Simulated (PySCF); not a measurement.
# Computed records: CH6BNSi

Computed with PySCF 2.14.0. Calculation on a computer-drawn molecule: the log of a Hartree-Fock and frozen-core CCSD(T) single point meant for a local Hartree-Fock minimum, with one planted fault or none, to be diagnosed. Offsets are logged minus clean, where the clean run is the same molecule without the fault. The reference is restricted for singlets and unrestricted otherwise, and also for a bond in bohr or an excited solution. Adding or removing an electron swaps singlet and doublet. The excited solution moves the top pair (singlet) or top alpha electron (doublet) to the lowest empty orbital. Highest occupied and lowest empty are orbital energies over both spins, largest force is the largest gradient component, triples share is (T) over the correlation energy, the T1 limit is 0.02 restricted and 0.045 unrestricted, electrons count all cores, a negative frequency is imaginary (commonest isotopes), and the dipole is about the centre of nuclear charge.

```xyz
10
formula=CH6BNSi meant_charge=0 meant_multiplicity=1 meant_basis=cc-pV(D+d)Z logged_electrons=38 logged_basis_functions=95 logged_SCF_converged=yes logged_spin_squared=0 logged_highest_occupied=-9.5576 logged_lowest_empty=1.2761 logged_largest_force=0.046578 logged_T1_diagnostic=0.02035 logged_D1_diagnostic=0.071156 logged_triples_share=0.037571 logged_CC_converged=yes logged_dipole_magnitude=3.2654 logged_SCF_stable_within_its_kind=yes logged_energy_HF=-409.34361 logged_energy_CCSD(T)=-409.91936 possible_faults=no_fault,one_electron_removed,one_electron_added,multiplicity_raised_by_two,geometry_at_a_saddle_point,SCF_held_on_an_excited_solution,minimal_basis_STO-3G,one_bond_length_entered_in_bohr,all_coordinates_scaled planted_fault=all_coordinates_scaled,by_+7.5_% HF_energy_offset_from_clean_run=28.84 CCSD(T)_energy_offset_from_clean_run=16.83
B     -1.9733    -1.3067    -0.5351
C     -1.6321     0.3391    -0.4350
Si     0.1707     0.6683     0.4108
N      0.5822     1.2107     1.9562
H     -1.4245    -2.0308    -1.4526
H     -2.7477    -1.8754     0.3250
H     -2.4256     0.9413     0.1862
H     -1.5216     0.8064    -1.5128
H      1.3460     0.3546    -0.5977
H     -0.1277     1.4541     2.7305
```

Units: logged_highest_occupied, logged_lowest_empty in eV; logged_largest_force in hartree/bohr; logged_dipole_magnitude in debye; logged_energy_HF, logged_energy_CCSD(T) in hartree; HF_energy_offset_from_clean_run, CCSD(T)_energy_offset_from_clean_run in kcal/mol.

Drawn bonds:
```
atom  other atom  order
   1           2      1
   2           3      1
   3           4      2
   1           5      1
   1           6      1
   2           7      1
   2           8      1
   3           9      1
   4          10      1
```

Notes: T1 above single-reference limit.
